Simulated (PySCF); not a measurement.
Computed shifts of a molecule CH₇ClOSi₃, PySCF with PBE/pcSseg-1, GIAO, gas phase, atoms alike by connectivity averaged where their shifts nearly agree, in ppm (number of nuclei): ¹³C: 70.8 (1). ²⁹Si: 29.7 (1), -43.2 (2). ¹H: 6.80 (1), 5.53 (1), 5.43 (1), 5.21 (1), 5.17 (1), 4.97 (1), 0.67 (1). References: ¹⁷O against H2O (σ = 334.3 ppm); ¹³C against TMS (σ = 182.0 ppm); ²⁹Si against TMS (σ = 335.4 ppm); ³⁵Cl against HCl (σ = 936.5 ppm); ¹H against TMS (σ = 31.49 ppm), references at their B3LYP-D3(BJ)/def2-TZVP geometries, non-relativistic (without spin–orbit terms, shifts of atoms bonded to Cl or Br come out too high). Geometry: PBE-D3(BJ)/def2-SVP. Other conformers were not sampled.

Q: Which structure fits?
A. O[C@H]1[SiH2][Si@@H](Cl)[SiH2]1
B. C[Si@@H]1O[Si@H](Cl)[SiH2]1
C. Cl[SiH2]C1[SiH2]O[SiH2]1
D. Cl[SiH2][C@@H]1O[SiH2][SiH2]1

A: A, O[C@H]1[SiH2][Si@@H](Cl)[SiH2]1
